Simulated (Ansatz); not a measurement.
Two isomers of C2H9BSn: A = `CC[BH][SnH3]`, B = `C[B](C)[SnH3]`.

Gas-phase electronic energies from Ansatz, PBE0-D4/def2-TZVP geometries. CCSD(T)/CBS adds triple-zeta CCSD(T) − MP2 to the extrapolated MP2 energy (def2 sets, frozen cores). DFT in def2-TZVPP. B3LYP here is the variant with VWN-RPA as its local correlation; programs differ in this. Elements past krypton have def2 core potentials. For Sn outer-core shells are correlated without core-valence functions, which leaves a few kJ/mol of doubt a bond. Each species was taken in one conformer, which may not be the lowest.

**Question.** Which is lower in electronic energy at CCSD(T)/CBS, and by how much? (An estimate is asked.)

**Answer.** The calculation gave: B, by 14.6 kcal/mol.

**Question.** Give E(B) − E(A) in kcal/mol with B3LYP-D4, PBE0-D4, B3LYP, CCSD/def2-TZVPP, r2SCAN-D4, PBE-D4, B2PLYP. (An estimate is asked.)

**Answer.** Computed: B3LYP-D4 -15.0, PBE0-D4 -15.1, B3LYP -14.4, CCSD/def2-TZVPP -13.9, r2SCAN-D4 -15.8, PBE-D4 -15.5, B2PLYP -14.5. None reverses the order clearly.

Largest T1 diagnostic: 0.012.

In def2-TZVPP, CCSD(T) changes the Hartree–Fock value by −1.7 kcal/mol (the triples alone add −0.3 kcal/mol) and MP2 by −2.4 kcal/mol.
